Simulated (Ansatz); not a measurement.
`FB(F)[CH2][SbH2]` + `N[SiH3]` → `FB(F)N[SiH3]` + `[CH3][SbH2]`  (ligand exchange at a B–C bond)

Calculated with Ansatz (gas phase, PBE0-D4/def2-TZVP geometries, no zero-point term in ΔE). CBS: MP2 limit from def2 TZ/QZ plus the TZ coupled-cluster correction, frozen cores. This one scheme is used for every species. DFT in def2-TZVPP. def2 core potentials past Kr. For Sb outer-core shells are correlated without core-valence functions, which leaves a few kJ/mol of doubt a bond. One conformer a species, not always the lowest.

`FB(F)[CH2][SbH2]`:

Cartesian coordinates in Å:
```
F -1.474 -1.488 -0.358
B -1.167 -0.227 -0.086
F -1.920 0.369 0.828
C 0.011 0.492 -0.768
Sb 1.822 0.170 0.421
H 0.248 0.098 -1.757
H -0.107 1.574 -0.817
H 1.051 0.516 1.909
H 1.535 -1.503 0.628
```

`N[SiH3]`:

Cartesian coordinates in Å:
```
N -1.029 -0.234 -0.154
Si 0.600 0.250 0.108
H -1.507 -0.776 0.548
H -1.325 -0.508 -1.077
H 0.684 0.855 1.463
H 1.623 -0.837 0.044
H 0.953 1.250 -0.932
```

`FB(F)N[SiH3]`:

Z-matrix (Å, degrees):
```
Si
N 1 1.745
H 1 1.483 2 110.8
H 1 1.484 2 111.1 3 121.2
H 1 1.484 2 106.3 3 -119.4
B 2 1.402 1 126.6 3 -58.5
H 2 1.008 1 117.4 3 121.6
F 6 1.330 2 120.4 1 0.0
F 6 1.328 2 122.2 1 180.0
```

`[CH3][SbH2]`:

```xyz
7

C     0.400   -0.717   -0.296
Sb   -1.183    0.474    0.570
H     0.680   -1.496    0.414
H     0.025   -1.188   -1.205
H     1.267   -0.104   -0.530
H    -1.049    1.722   -0.592
H    -0.139    1.308    1.639
```

CCSD(T)/CBS gives -0.88 eV.

(1) Another level gave -0.90 eV. Which?
A. HF/def2-TZVPP
B. BLYP/def2-TZVPP
C. BHLYP/def2-TZVPP
D. revPBE/def2-TZVPP

Largest T1 diagnostic among the species: 0.013.

Results:

(1) B. BLYP -0.90, revPBE -0.84, HF/def2-TZVPP -1.04, BHLYP -0.97 eV.

From BLYP to BHLYP (50 % exact exchange), in def2-TZVPP and without D4, ΔE moves by −0.07 eV. In def2-TZVPP, CCSD(T) changes the Hartree–Fock value by +0.14 eV (the triples alone add +0.02 eV) and MP2 by +0.15 eV. Leaving LDA and LC-ωPBE aside and taking each functional with its dispersion term where it has one, the values, not all of them listed here, spread over 0.12 eV, from BHLYP-D4 to PBE-D4.
